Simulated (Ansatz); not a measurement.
`C#CBN`, relaxed with RKS PBE-D4/def2-SVP in Ansatz 0.2.0 from a rough embedded geometry. The force threshold is 0.03 eV/Å; the program also tests the step.

Total charge 0; spin multiplicity 1.

Start:

```xyz
8

C    -1.759    0.577    0.962
C    -0.761    0.097    0.637
B     0.569   -0.499    0.209
N     1.111   -0.399   -1.162
H    -2.759    0.990    1.236
H     1.260   -1.022    1.059
H     1.966    0.141   -1.203
H     0.374    0.116   -1.737
```

(1) By how much does the energy fall, and how many steps does the optimiser take? (Best estimate.)

(2) Which bonds change most? (Estimate.)

(3) Give the relaxed structure. (Estimate.)

## Answers

(1) The calculation gave: 0.98 eV, in 7 steps.

(2) The calculation gave: B3–N4 from 1.478 to 1.401 Å; C1–C2 from 1.154 to 1.230 Å; N4–H8 from 1.067 to 1.021 Å; C1–H5 from 1.116 to 1.082 Å.

(3) Computed: 
```xyz
8

C    -1.903    0.527    0.998
C    -0.788    0.147    0.646
B     0.607   -0.343    0.236
N     1.086   -0.143   -1.065
H    -2.884    0.859    1.312
H     1.325   -0.917    1.036
H     2.008   -0.457   -1.367
H     0.548    0.328   -1.794
```
